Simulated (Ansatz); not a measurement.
Program: Ansatz. Geometries: PBE0-D4/def2-TZVP. ΔE: electronic, gas phase. CCSD(T)/CBS adds triple-zeta CCSD(T) − MP2 to the extrapolated MP2 energy (def2 sets, frozen cores). DFT in def2-TZVPP. B3LYP here is the variant with VWN-RPA as its local correlation; programs differ in this. For Se outer-core shells are correlated without core-valence functions, which leaves a few kJ/mol of doubt a bond. Scalar relativity is left out up to krypton. Each species was taken in one conformer, which may not be the lowest.

`P[Se][SiH2][SeH]` + `CC=N` → `N=C[SiH2][SeH]` + `C[Se]P`  (formal exchange of groups at the Si–Se bond)

Problem. Is it downhill or uphill in electronic energy at CCSD(T)/CBS, and by how much? (Best estimate.)

Solution. Computed: Uphill: ΔE = +24.2 kcal/mol.

Problem. What do these levels give: r2SCAN-D4, B3LYP-D4, PBE0, CCSD/def2-TZVPP, HF/def2-QZVPP, SCS-MP2/def2-QZVPP? (Best estimate.)

Solution. Computed: r2SCAN-D4 24.8, B3LYP-D4 23.6, PBE0 24.9, CCSD/def2-TZVPP 23.2, HF/def2-QZVPP 23.8, SCS-MP2/def2-QZVPP 23.7 kcal/mol.

Largest T1 diagnostic among the species: 0.012.

From PBE to PBE0 (25 % exact exchange), in def2-TZVPP and without D4, ΔE moves by +1.0 kcal/mol. The D4 term adds +0.8 kcal/mol with B3LYP and +0.4 kcal/mol with PBE0; it sums over pairs of atoms, weighted by their polarisabilities, and B3LYP, whose exchange is more repulsive, gets the larger term.
